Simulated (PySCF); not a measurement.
C₃H₇FOSi, SMILES [Si@@H](C(=O)C)(F)C.

The structure is a stationary point at PBE-D3(BJ)/def2-SVP. The structure was generated by enumeration; whether it is a known compound was not checked. Other conformers were not sampled.

Calculation: PBE-D3(BJ)/def2-SVP run with PySCF.

Frequencies are harmonic and unscaled.

Computed vibrational spectrum:
```json
[
 {"mode": "1", "ν (cm⁻¹)": "41", "IR (km/mol)": "5.1", "moving atoms (share of kinetic energy)": "C 37 %, O 26 %, H 23 %, F 13 %"},
 {"mode": "2", "ν (cm⁻¹)": "107", "IR (km/mol)": "10.5", "moving atoms (share of kinetic energy)": "C 32 %, F 30 %, H 21 %, O 13 %"},
 {"mode": "3", "ν (cm⁻¹)": "120", "IR (km/mol)": "0.9", "moving atoms (share of kinetic energy)": "H 93 %"},
 {"mode": "4", "ν (cm⁻¹)": "146", "IR (km/mol)": "0.4", "moving atoms (share of kinetic energy)": "H 92 %"},
 {"mode": "5", "ν (cm⁻¹)": "161", "IR (km/mol)": "2.5", "moving atoms (share of kinetic energy)": "C 39 %, H 28 %, Si 12 %, F 12 %, O 9 %"},
 {"mode": "6", "ν (cm⁻¹)": "230", "IR (km/mol)": "7.6", "moving atoms (share of kinetic energy)": "F 34 %, Si 22 %, H 21 %, C 19 %"},
 {"mode": "7", "ν (cm⁻¹)": "304", "IR (km/mol)": "1.6", "moving atoms (share of kinetic energy)": "O 34 %, C 22 %, F 22 %, Si 13 %"},
 {"mode": "8", "ν (cm⁻¹)": "363", "IR (km/mol)": "15.4", "moving atoms (share of kinetic energy)": "Si 31 %, O 26 %, H 22 %, C 19 %"},
 {"mode": "9", "ν (cm⁻¹)": "447", "IR (km/mol)": "10.5", "moving atoms (share of kinetic energy)": "C 46 %, H 38 %"},
 {"mode": "10", "ν (cm⁻¹)": "595", "IR (km/mol)": "5.2", "moving atoms (share of kinetic energy)": "C 49 %, H 28 %, O 14 %, Si 8 %"},
 {"mode": "11", "ν (cm⁻¹)": "643", "IR (km/mol)": "15.6", "moving atoms (share of kinetic energy)": "H 71 %, C 23 %"},
 {"mode": "12", "ν (cm⁻¹)": "691", "IR (km/mol)": "20.7", "moving atoms (share of kinetic energy)": "H 60 %, C 23 %, Si 12 %"},
 {"mode": "13", "ν (cm⁻¹)": "740", "IR (km/mol)": "47.7", "moving atoms (share of kinetic energy)": "H 55 %, C 22 %, Si 20 %"},
 {"mode": "14", "ν (cm⁻¹)": "796", "IR (km/mol)": "23.9", "moving atoms (share of kinetic energy)": "H 52 %, F 28 %, Si 12 %"},
 {"mode": "15", "ν (cm⁻¹)": "845", "IR (km/mol)": "150.5", "moving atoms (share of kinetic energy)": "H 69 %, C 14 %, Si 12 %"},
 {"mode": "16", "ν (cm⁻¹)": "893", "IR (km/mol)": "130.2", "moving atoms (share of kinetic energy)": "H 36 %, Si 31 %, F 20 %, C 11 %"},
 {"mode": "17", "ν (cm⁻¹)": "909", "IR (km/mol)": "24.0", "moving atoms (share of kinetic energy)": "H 48 %, C 35 %, O 9 %"},
 {"mode": "18", "ν (cm⁻¹)": "940", "IR (km/mol)": "6.1", "moving atoms (share of kinetic energy)": "H 55 %, C 43 %"},
 {"mode": "19", "ν (cm⁻¹)": "1135", "IR (km/mol)": "27.5", "moving atoms (share of kinetic energy)": "C 66 %, H 29 %"},
 {"mode": "20", "ν (cm⁻¹)": "1213", "IR (km/mol)": "30.9", "moving atoms (share of kinetic energy)": "H 78 %, C 22 %"},
 {"mode": "21", "ν (cm⁻¹)": "1299", "IR (km/mol)": "45.9", "moving atoms (share of kinetic energy)": "H 70 %, C 30 %"},
 {"mode": "22", "ν (cm⁻¹)": "1366", "IR (km/mol)": "19.6", "moving atoms (share of kinetic energy)": "H 95 %"},
 {"mode": "23", "ν (cm⁻¹)": "1376", "IR (km/mol)": "7.1", "moving atoms (share of kinetic energy)": "H 96 %"},
 {"mode": "24", "ν (cm⁻¹)": "1379", "IR (km/mol)": "16.8", "moving atoms (share of kinetic energy)": "H 96 %"},
 {"mode": "25", "ν (cm⁻¹)": "1379", "IR (km/mol)": "2.8", "moving atoms (share of kinetic energy)": "H 96 %"},
 {"mode": "26", "ν (cm⁻¹)": "1711", "IR (km/mol)": "100.2", "moving atoms (share of kinetic energy)": "C 60 %, O 39 %"},
 {"mode": "27", "ν (cm⁻¹)": "2173", "IR (km/mol)": "113.2", "moving atoms (share of kinetic energy)": "H 97 %"},
 {"mode": "28", "ν (cm⁻¹)": "2959", "IR (km/mol)": "0.3", "moving atoms (share of kinetic energy)": "H 97 %"},
 {"mode": "29", "ν (cm⁻¹)": "2981", "IR (km/mol)": "0.4", "moving atoms (share of kinetic energy)": "H 97 %"},
 {"mode": "30", "ν (cm⁻¹)": "3043", "IR (km/mol)": "0.8", "moving atoms (share of kinetic energy)": "H 91 %, C 9 %"},
 {"mode": "31", "ν (cm⁻¹)": "3084", "IR (km/mol)": "0.7", "moving atoms (share of kinetic energy)": "H 91 %, C 9 %"},
 {"mode": "32", "ν (cm⁻¹)": "3089", "IR (km/mol)": "7.1", "moving atoms (share of kinetic energy)": "H 90 %, C 10 %"},
 {"mode": "33", "ν (cm⁻¹)": "3090", "IR (km/mol)": "1.3", "moving atoms (share of kinetic energy)": "H 91 %, C 9 %"}
]
```
